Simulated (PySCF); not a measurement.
# Worked example: chemical shift, span and skew from a shielding tensor

2H-pyran-5-one (C5H6O2), SMILES O=C1C=CCOC1. Atoms are numbered in the order given.

```xyz
13

O      2.1341    -0.9071    -0.2221
C      1.0361    -0.3992    -0.1180
C      0.8143     1.0626    -0.1171
C     -0.4361     1.5543    -0.0780
C     -1.6289     0.6571     0.0833
O     -1.3004    -0.6078     0.5980
C     -0.2374    -1.2432    -0.0748
H      1.6987     1.6977    -0.2118
H     -0.6227     2.6296    -0.1736
H     -2.1511     0.5721    -0.8986
H     -2.3517     1.1083     0.7822
H     -0.0224    -2.1860     0.4467
H     -0.5085    -1.4921    -1.1253
```

Geometry optimised at B3LYP-D3(BJ)/def2-SVP. Other conformers were not sampled.

GIAO shieldings from PBE/pcSseg-1 (PySCF), non-relativistic, no solvent. The symmetric part of the tensor of C4 has the principal values -103.4, 35.8, 146.2 ppm. The same nucleus in TMS has σ = 182.0 ppm at this level (PySCF, at its B3LYP-D3(BJ)/def2-TZVP geometry).

Task: Work out the isotropic shielding, the ¹³C shift against TMS, the span and the skew.

Result: 
σ(iso) = (σ11 + σ22 + σ33)/3 = 26.2 ppm. δ = σ(ref) − σ(iso) = 182.0 − (26.2) = 155.8 ppm.
Span Ω = σ33 − σ11 = 249.6 ppm. Skew κ = 3(σ(iso) − σ22)/Ω = -0.12. Tumbling in solution averages the tensor to δ; in a static solid the shielding alone would spread this spin-1/2 line over Ω.
